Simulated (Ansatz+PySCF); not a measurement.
Values are calculated unless marked as measured or tabulated.
Input for PySCF 2.14.0:

```python
from pyscf import gto, scf

mol = gto.M(atom="""
Ti 0.000000 0.000000 0.000000
H 0.000000 0.000000 1.779000
""", basis='def2-svp', charge=0, spin=3)
mf = scf.UHF(mol)
mf.kernel()
print(mf.converged, mf.e_tot, mf.spin_square()[0])
```

The script is written out from the run's settings.

The run gave:

| Item | Value |
| --- | --- |
| Converged | yes |
| Total energy | -848.82712 hartree |
| Spin squared of the determinant | 3.755 |
| Cycles | 13 |

This is not the lowest solution: another run reaches a determinant 0.52 eV lower.
